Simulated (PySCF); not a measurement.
Spinor energies of Cd⁺ (cadmium, charge +1)

Start: [Kr] 4d10 5s1; 5s1/2 filled at m_j = +1/2. Calculated with PySCF 2.14 in x2c-SVPall-2c with one added diffuse shell each of s, p, d type (7s10p7d1f, 79 functions): generalised Hartree-Fock with the X2C-1e Hamiltonian and a Gaussian nucleus; one run each with spin-orbit coupling (SO) switched off, then screened by Boettger's factors. This is a chosen level, not necessarily the ground level.

```tsv
spinor shell	electrons	ε, spin-free (eV)	ε, screened SO (eV)	weight of nominal j (screened SO)	rms radius, screened SO (bohr)
1s1/2	2	-26849.5	-26847.5	1.000	0.0349
2s1/2	2	-4080.2	-4079.6	1.000	0.142
2p1/2	2	-3655.9	-3789.4	1.000	0.124
2p3/2	4	-3655.9	-3594.4	1.000	0.128
3s1/2	2	-805.31	-805.18	1.000	0.381
3p1/2	2	-662.39	-687.02	1.000	0.376
3p3/2	4	-662.39	-651.00	1.000	0.387
3d3/2	4	-439.19	-443.42	1.000	0.362
3d5/2	6	-439.19	-436.25	1.000	0.365
4s1/2	2	-137.63	-137.61	1.000	0.942
4p1/2	2	-93.386	-97.621	1.000	1.01
4p3/2	4	-93.386	-91.438	1.000	1.05
4d3/2	4	-28.248	-28.746	0.993	1.36
4d5/2	6	-28.248	-27.917	0.995	1.38
5s1/2	1	-15.697	-15.700	1.000	2.98
```

| quantity | spin-free | screened SO |
| --- | --- | --- |
| E (hartree) | -5589.99324 | -5591.08600 |
| M_J | 1/2 | 1/2 |
| ⟨J²⟩ | 0.751 | 0.751 |
| ⟨L²⟩ | 0.000 | 0.016 |
| ⟨S²⟩ | 0.751 | 0.767 |

Breit and QED terms are absent; they matter most for the inner s and p1/2 levels.

Densities and radii are taken from the X2C orbitals without a picture-change correction, which distorts them close to the nucleus.

Without spin-orbit coupling the j labels of p, d and f shells carry no meaning; the spin-free column gives the mean over the occupied spinors of each nl shell.
